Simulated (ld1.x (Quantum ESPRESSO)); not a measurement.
Ru (Z = 44): variants of one TM potential

Base potential:

ld1.x (Quantum ESPRESSO) 7.5 input, shortened:

```
&input
   title='Ru', zed=44., rel=2, dft='PBE', iswitch=3,
   config='[Kr] 4d6 4f-2 5s0 5p0', rel_dist='average'
 /
 &inputp
   pseudotype=2, tm=.true., lloc=0,
   nlcc=.false.
 /
4
5P  2  1   0.00   0.00  2.10  2.10  0.0
4D  3  2   6.00   0.00  1.35  1.35  0.0
4F  4  3  -2.00  -0.05  1.90  1.90  0.0
5S  1  0   0.00   0.00  1.95  1.95  0.0
 &test
   configts(1)='4d6 5s0 5p0'
 /
```

Open shells are filled in proportion to 2j + 1 (rel_dist='average').

All-electron outer shells of the reference configuration (PBE, scalar-relativistic, ld1.x):

| shell | level (eV) | outermost node (bohr) | outermost maximum (bohr) |
| --- | --- | --- | --- |
| 4p | -66.41 | 0.49 | 0.98 |
| 4d | -24.14 | 0.48 | 1.20 |
| 5s | -19.07 | 1.22 | 2.44 |
| 5p | -13.46 | 1.37 | 2.90 |

Cutoffs, loose and tight: the cutoffs (Ry, on a coarse ladder) from which the occupation-weighted sum of valence levels, in a spherical-Bessel basis at the reference potential, stays within 10 and 1 mRy of its value at 400 Ry. They do not see the model core or the augmentation charge, which bear on the density cutoff. Test errors are all-electron minus pseudo excitation energies from the reference, over the configurations 4d7 5s1 5p0; 4d7 5s0 5p0; 4d5 5s0 5p0; 4d6 5s2 5p0; 4d7 5s0.5 5p0; 4d6 5s1 5p1; 4d6 5s1 5p0. A dash means not determined; rows that change the core or the reference have their own tests.

A true bound ghost makes a file unfit for plane-wave use even where its test errors are small: the radial tests pick states by their node count and pass the ghost by.

| change | outcome | cutoff, loose | cutoff, tight | bound ghosts | largest test error (meV) |
| --- | --- | --- | --- | --- | --- |
| base | generated | 55 Ry | 70 Ry | p3/2, p1/2 | +168 |
| functional Wu–Cohen | generated | 55 Ry | 70 Ry | p3/2, p1/2 | -138 |
| all radii scaled by about 1.30 (s 2.54, p 2.74, d 1.76, f 2.48 bohr) | generated | 50 Ry | 60 Ry | none | -147 |
| local potential all-electron potential smoothed inside 1.10 bohr (lloc = -1) | generated | 55 Ry | 70 Ry | s, p1/2, p3/2 | +181 |
| wave 5s (bound): rc 1.95 bohr becomes 5s (bound): rc 2.16 bohr | generated | 55 Ry | 70 Ry | p1/2, p3/2 | +146 |
| wave 5p (bound): rc 2.10 bohr becomes 5p (bound): rc 1.80 bohr | generated | 55 Ry | 70 Ry | p3/2, p1/2 | +168 |
| wave 4d (bound): rc 1.35 bohr becomes 4d (bound): rc 1.38 bohr | generated | 55 Ry | 70 Ry | p3/2, p1/2 | +168 |
| scalar-relativistic | generated | 55 Ry | 70 Ry | p | +171 |
| core correction a·sin(br)/r model core inside 1.64 bohr | generated | 55 Ry | 70 Ry | p3/2, p1/2 | -216 |
| wave 4f channel at -0.05 Ry: rc 1.90 bohr becomes 4f channel at -0.05 Ry: rc 1.20 bohr | generated | 55 Ry | 70 Ry | p3/2, p1/2 | +168 |
| wave 4f channel at -0.05 Ry: rc 1.90 bohr becomes 4f channel at 2.04 Ry: rc 1.90 bohr | generated | 55 Ry | 70 Ry | p3/2, p1/2 | +168 |

**Question.** What comes out with this change to the base: reference 4d7 5s1 5p0?

**Answer.** outcome: generated; cutoff, loose: 55 Ry; cutoff, tight: 70 Ry; bound ghosts: p1/2, p3/2; largest test error (meV): -324.
